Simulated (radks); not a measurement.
Problem. Spherical quantum dot in the effective-mass picture: electrons in a hard-walled sphere of radius 10.8, all in effective atomic units (hartree* = m*/eps^2 hartree, bohr* = eps/m* bohr), one dielectric constant everywhere. Calculated with a radial shooting solver with Libxc functionals: non-relativistic Kohn-Sham, LDA (Slater exchange, Perdew-Wang correlation), spin-polarised, spherical densities. Levels are named by radial order and angular momentum (1s, 1p, 1d, 2s, ...), and open shells are averaged over m. At N = 7 the configuration is 1s2 1p(up 3, down 2). Does electron 8 go into 1d up or 1p down or 1d down?

Solution. Into 1p down. The total energies of the other choices lie higher by 0.0321 hartree* (1d up), 0.0376 hartree* (1d down).
